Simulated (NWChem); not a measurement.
System: CH5AlO2S; SMILES C[O][Al]([OH])[SH]

Output (shortened):

```
             Northwest Computational Chemistry Package (NWChem) 7.3.0
             --------------------------------------------------------

                             Geometry "geometry" -> ""
                             -------------------------

 Output coordinates in angstroms (scale by  1.889725989 to convert to a.u.)

  No.       Tag          Charge          X              Y              Z
 ---- ---------------- ---------- -------------- -------------- --------------
    1 Al                  13.0000    -0.51728600    -0.08655100     0.00808500
    2 O                    8.0000    -2.06838200    -0.76661600    -0.06453300
    3 H                    1.0000    -2.88090200    -0.26242100    -0.12954500
    4 O                    8.0000    -0.30521800     1.58507200    -0.02740600
    5 C                    6.0000     0.66294600     2.57802900    -0.01367900
    6 H                    1.0000     0.61461800     3.18397400    -0.93605400
    7 H                    1.0000     0.50618300     3.26376200     0.83790700
    8 H                    1.0000     1.69105600     2.17835900     0.06720200
    9 S                   16.0000     1.16360400    -1.46140600     0.14750600
   10 H                    1.0000     0.34289300    -2.53562100     0.12846900

 Effective nuclear repulsion energy (a.u.)     272.6588152661

                                 NWChem DFT Module
                                 -----------------

 Summary of "ao basis" -> "ao basis" (spherical)
 ------------------------------------------------------------------------------
       Tag                 Description            Shells   Functions and Types
 ---------------- ------------------------------  ------  ---------------------
 Al                         def2-svp                 8       18   4s3p1d
 O                          def2-svp                 6       14   3s2p1d
 H                          def2-svp                 3        5   2s1p
 C                          def2-svp                 6       14   3s2p1d
 S                          def2-svp                 8       18   4s3p1d

            General Information
            -------------------
          SCF calculation type: DFT
          Wavefunction type:  closed shell.
          No. of atoms     :    10
          No. of electrons :    56
           Alpha electrons :    28
            Beta electrons :    28
          Charge           :     0
          Spin multiplicity:     1
          Use of symmetry is: off; symmetry adaption is: off
          Maximum number of iterations: 150
          AO basis - number of functions:   103
                     number of shells:    49
          Convergence on energy requested:  1.00D-06
          Convergence on density requested:  1.00D-05
          Convergence on gradient requested:  5.00D-04

              XC Information
              --------------
                         B3LYP Method XC Potential
                     Hartree-Fock (Exact) Exchange  0.200
                        Slater Exchange Functional  0.800 local
                    Becke 1988 Exchange Functional  0.720 non-local
              Lee-Yang-Parr Correlation Functional  0.810
                  VWN I RPA Correlation Functional  0.190 local

             Grid Information
             ----------------
          Grid used for XC integration:  medium
          Radial quadrature: Mura-Knowles
          Angular quadrature: Lebedev.
          Tag              B.-S. Rad. Rad. Pts. Rad. Cut. Ang. Pts.
          ---              ---------- --------- --------- ---------
          Al                  1.25       88          10.0       590
          O                   0.60       49          12.0       434
          H                   0.35       45          13.0       434
          C                   0.70       49          12.0       434
          S                   1.00       88          12.0       590
          Grid pruning is: on
          Number of quadrature shells:   548
          Spatial weights used:  Erf1

[...]

                     NWChem Electrostatic Potential Fit Module
                     -----------------------------------------

 Atom parameters

 Number of atoms is                                   10
 Number of basis functions is                        103

 Grid parameters

 Maximum number of grid points is                  43426
 Number of grid points is                          43425
 Grid range                                     0.300000 nm
 Grid spacing                                   0.020000 nm
 Probe radius                                   0.070000 nm
 Atom radius factor                             1.000000

 Atomic radii

    1    0.100000
    6    0.147000
    8    0.136000
   13    0.195000
   16    0.174000
 FASTESP  F
  using M.O. file = ./job.movecs

    Atom              Coordinates                           Charge

                                                  ESP

    1 Al   -0.051729   -0.008655    0.000809    0.934823
    2 O    -0.206838   -0.076662   -0.006453   -0.783793
    3 H    -0.288090   -0.026242   -0.012955    0.409484
    4 O    -0.030522    0.158507   -0.002741   -0.547265
    5 C     0.066295    0.257803   -0.001368    0.304791
    6 H     0.061462    0.318397   -0.093605   -0.033421
    7 H     0.050618    0.326376    0.083791   -0.031799
    8 H     0.169106    0.217836    0.006720   -0.005551
    9 S     0.116360   -0.146141    0.014751   -0.441417
   10 H     0.034289   -0.253562    0.012847    0.194148
                                            ------------
                                                0.000000

 Dipole moment                                  0.586319

 Quadrupole moment Qxx                         -2.563623
                   Qyy                          0.688387
                   Qzz                          1.875236

 RMS deviation kJ/mol                           0.063768

 RRMS %                                        35.908207
```

Level: B3LYP/def2-SVP. All runs use the structure optimised with PBE0/def2-SVP.

Q: Which NWChem input produces such a log?

A: This is not unique; one that fits is the input that was run:
```
start job
memory heap 200 mb stack 900 mb global 1100 mb
geometry units angstroms noautosym nocenter noautoz
  Al    -0.517286    -0.086551     0.008085
  O     -2.068382    -0.766616    -0.064533
  H     -2.880902    -0.262421    -0.129545
  O     -0.305218     1.585072    -0.027406
  C      0.662946     2.578029    -0.013679
  H      0.614618     3.183974    -0.936054
  H      0.506183     3.263762     0.837907
  H      1.691056     2.178359     0.067202
  S      1.163604    -1.461406     0.147506
  H      0.342893    -2.535621     0.128469
end
basis spherical
  Al library def2-svp
  O library def2-svp
  H library def2-svp
  C library def2-svp
  S library def2-svp
end
dft
  xc b3lyp
  iterations 150
  mulliken
end
task dft energy
esp
  recalculate
  probe 0.07
  range 0.3
  factor 1.0
  spacing 0.02
end
task esp
```
